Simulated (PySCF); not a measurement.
NMR data simulated for an unnamed compound:

$^{1}$H NMR (500 MHz, computed): δ 6.98 (q, 1H), 4.66 (t, 2H), 4.24 (d, 3H), 4.02 (t, 3H), 0.03 (m, 2H).

$^{13}$C{$^{1}$H} NMR (computed): δ 162.6 (C), 140.5 (CH), -13.3 (CH2).

- NMR shieldings at PBE0/pcSseg-1/GIAO
- GFN2-xTB geometry
- program: PySCF
- no relativistic terms, no solvent, equivalent nuclei averaged, one conformer

Chemical shifts δ = σref − σ; $^{1}$H and $^{13}$C vs TMS, all at this level.

Task: Which of these does the molecule contain: a Si–H bond, a non-aromatic C=C double bond, a C≡C triple bond, a methoxy group, a carboxylic acid?

Result: 
- A Si–H bond: yes (δH 4.24 (d)).
- A non-aromatic C=C double bond: yes.
- A C≡C triple bond: no.
- A methoxy group: no.
- A carboxylic acid: no.

The data belong to `[SiH3]/C=C(/Cl)[SiH2]C[SiH3]`, C$_{3}$H$_{11}$ClSi$_{3}$; they needn't prove each group on their own.

Carbon signals by region: 1 in the far downfield region (above 160 ppm), 1 in the sp2 and nitrile region (100–160 ppm), 1 below 50 ppm. Above 160 ppm: 162.6, fully substituted alkene carbon.

Carbons that carry Cl, above all several Cl atoms, come out too deshielded, partly because spin–orbit coupling is missing. Shifts are as computed. Against solution values, carbons near 30 ppm lie about +3 ppm off and those near 130 ppm about +5 ppm; carbons on Cl a further +6 ppm. Of 1211 compounds with measured shifts, 218 miss one by over three times the rms of a fit or turn the order of signals round; such compounds aren't used in these exercises. No couplings were computed; multiplicities are counted from neighbouring protons, with m where these are inequivalent, close in shift, in a saturated or five-membered ring or joined by F or P, and br s for small geminal =CH2 splittings.
